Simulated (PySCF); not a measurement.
Species: C4H7BN2.
SMILES with atom numbers: `[NH2:1][C:2]1=[CH:3][CH:4]=[CH:5][BH:6][NH:7]1` (hydrogens: H8, H9 on N1; H10 on C3; H11 on C4; H12 on C5; H13 on B6; H14 on N7)

Method: PySCF, BHandHLYP/def2-SVP geometry optimisation, gas phase; density fitting, grid level 1; the optimiser is geomeTRIC in internal coordinates, started from a GFN2-xTB structure.

Step 0: E = -7909.0144 eV
```
atom  x, y, z in Å  |  force x, y, z in eV/Å
N1      2.2815    0.0637    0.0501   -0.307   0.107  -0.099
C2      0.8969   -0.0038    0.0111    0.534  -0.208   0.129
C3      0.2169   -1.1874    0.1466    0.177  -0.022  -0.040
C4     -1.1888   -1.2023    0.1749    0.077   0.259  -0.052
C5     -1.9208   -0.0535    0.0634   -0.321   0.105   0.016
B6     -1.1998    1.2625   -0.0824   -0.219  -0.758   0.036
N7      0.2181    1.1621   -0.0979    0.732   0.196  -0.040
H8      2.7050    0.8437   -0.4301   -0.015  -0.203   0.022
H9      2.7562   -0.8111   -0.1055   -0.041   0.176   0.007
H10     0.7731   -2.1082    0.2340    0.128  -0.107   0.010
H11    -1.6700   -2.1677    0.2830   -0.100  -0.103   0.014
H12    -2.9994   -0.1441    0.0876   -0.136   0.059   0.003
H13    -1.6805    2.3265   -0.1872   -0.258   0.643  -0.056
H14     0.8006    1.9859   -0.1742   -0.251  -0.144   0.049
```

Step 1: E = -7909.0324 eV
```
atom  x, y, z in Å  |  force x, y, z in eV/Å
N1      2.2912    0.1121    0.0415    0.123  -0.203   0.114
C2      0.9158   -0.0011    0.0220   -0.112   0.191  -0.043
C3      0.2323   -1.1835    0.1434    0.101   0.000   0.030
C4     -1.1811   -1.1895    0.1572   -0.139  -0.092  -0.014
C5     -1.9413   -0.0543    0.0539    0.082  -0.052  -0.018
B6     -1.2118    1.2544   -0.0726    0.057   0.108   0.145
N7      0.2210    1.1598   -0.0763   -0.209  -0.071  -0.163
H8      2.6947    0.7047   -0.6655   -0.021   0.057  -0.005
H9      2.7778   -0.7650    0.1120   -0.007   0.024  -0.066
H10     0.7874   -2.1117    0.2160   -0.010   0.020  -0.026
H11    -1.6622   -2.1642    0.2355    0.023   0.034   0.044
H12    -3.0218   -0.1506    0.0676   -0.013  -0.002   0.007
H13    -1.6846    2.3585   -0.1195    0.012  -0.061  -0.104
H14     0.7715    1.9968   -0.1422    0.112   0.049   0.098
```

Step 2: E = -7909.0386 eV
```
atom  x, y, z in Å  |  force x, y, z in eV/Å
N1      2.2875    0.0930    0.0478    0.028   0.134   0.006
C2      0.9080    0.0133    0.0209    0.070  -0.146   0.014
C3      0.2346   -1.1752    0.1373   -0.105  -0.055   0.054
C4     -1.1795   -1.1987    0.1647    0.111   0.167  -0.040
C5     -1.9289   -0.0572    0.0564   -0.179  -0.051  -0.009
B6     -1.2137    1.2615   -0.0752    0.038  -0.042   0.047
N7      0.2180    1.1768   -0.0743    0.041  -0.069  -0.082
H8      2.6996    0.7050   -0.6383    0.012   0.037   0.022
H9      2.7532   -0.7970    0.0756   -0.021   0.004  -0.040
H10     0.7995   -2.0973    0.2012    0.019   0.004  -0.011
H11    -1.6574   -2.1723    0.2592    0.000   0.026   0.007
H12    -3.0095   -0.1551    0.0693   -0.027   0.030   0.020
H13    -1.6977    2.3563   -0.1564   -0.010  -0.025  -0.031
H14     0.7753    2.0134   -0.1149    0.022  -0.015   0.041
```

Problem. Estimate the geometry and energy of step 3. (The exact step hangs on the optimiser's Hessian estimate; all steps are aligned on step 2, rigid shifts and turns removed.)

Solution. E = -7909.0443 eV, largest force 0.156 eV/Å
```
atom  x, y, z in Å  |  force x, y, z in eV/Å
N1      2.2938    0.0979    0.0525   -0.115   0.032  -0.032
C2      0.9137    0.0004    0.0226    0.041  -0.080   0.010
C3      0.2315   -1.1837    0.1349   -0.022   0.037   0.048
C4     -1.1839   -1.1902    0.1694    0.018  -0.036  -0.005
C5     -1.9427   -0.0558    0.0586    0.086   0.053  -0.015
B6     -1.2098    1.2532   -0.0800   -0.060  -0.018  -0.047
N7      0.2209    1.1604   -0.0734    0.123   0.095  -0.014
H8      2.6930    0.7483   -0.6062   -0.003  -0.002   0.035
H9      2.7694   -0.7863    0.0310    0.022  -0.030  -0.012
H10     0.7892   -2.1101    0.1933   -0.006  -0.021   0.012
H11    -1.6627   -2.1603    0.2799   -0.014  -0.046  -0.018
H12    -3.0246   -0.1480    0.0759    0.032  -0.001   0.023
H13    -1.6855    2.3464   -0.1949   -0.014   0.044   0.030
H14     0.7866    1.9941   -0.0902   -0.086  -0.027  -0.014
```

The energy changes by -0.0057 eV. The first-order estimate −F·Δx gives -0.0161 eV and the mean of the old and new forces, exact on a quadratic surface, -0.0058 eV. The step makes an angle of 68° with the force vector and moves no atom by more than 0.054 Å.

The cost below is that of the whole optimisation. The run took 46 s on Arm Neoverse V1, one thread, no GPU, on a shared host, and the process peaked at 0.58 GiB of memory.
